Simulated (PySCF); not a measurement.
From one molecule to another.

First species: C₅H₁₁FSSi.
InChI=1S/C5H11FSSi/c1-4(2)8-5(6)7-3/h5H,1,8H2,2-3H3/t5-/m0/s1

Second species: C8H8FOP.
SMILES with atom numbers: `[CH2:1]=[CH:2][c:3]1[p:4][c:5]([F:6])[o:7][c:8]1[CH:9]1[CH2:10][CH2:11]1` (hydrogens: H12, H13 on C1; H14 on C2; H15 on C9; H16, H17 on C10; H18, H19 on C11)

Levels: PBE0/pcSseg-1 for dipole moment, HOMO energy, LUMO energy and HOMO–LUMO gap; GFN2-xTB for rotational constant A and rotational constant C. Geometries: GFN2-xTB. All species are isolated and taken at one optimised geometry, non-relativistic unless stated. Electronic properties by PySCF.

The conformers computed, where there is a choice (atom-mapped SMILES and torsion angles):
- `[CH2:1]=[C:2]([CH3:3])[SiH2:4][C@@H:5]([F:6])[S:7][CH3:8]`: C1–C2–Si4–C5 -4°, C2–Si4–C5–F6 61°, Si4–C5–S7–C8 172°
- `[CH2:1]=[CH:2][c:3]1[p:4][c:5]([F:6])[o:7][c:8]1[CH:9]1[CH2:10][CH2:11]1`: C1–C2–C3–P4 0°, O7–C8–C9–C10 -35°

Question: Which of the two has the higher rotational constant C, and by how much?

Answer: The first: 0.584 GHz against 0.525 GHz, a difference of 0.059 GHz.

Question: Which has the higher rotational constant A?

Answer: The first: 3.374 GHz against 1.154 GHz, a difference of 2.220 GHz.

Question: Which has the higher dipole moment?

Answer: The second: 2.86 D against 1.69 D, a difference of 1.17 D.

Question: Which has the higher HOMO energy?

Answer: The second: -6.31 eV against -6.79 eV, a difference of 0.48 eV.

Question: Which has the higher HOMO–LUMO gap?

Answer: The first: 6.58 eV against 5.31 eV, a difference of 1.27 eV.

Question: Which of the two has the higher LUMO energy, and by how much?

Answer: The first: -0.21 eV against -1.00 eV, a difference of 0.79 eV.

On the first: The dipole matches unit charges of opposite sign 0.35 Å apart (1 e·Å = 4.8032 D). A dipole of 1.69 D is allowed in C1, and pure rotational transitions are dipole-allowed.

On the second: The dipole equals about 9.6 × 10⁻³⁰ C·m (1 D = 3.33564 × 10⁻³⁰ C·m).
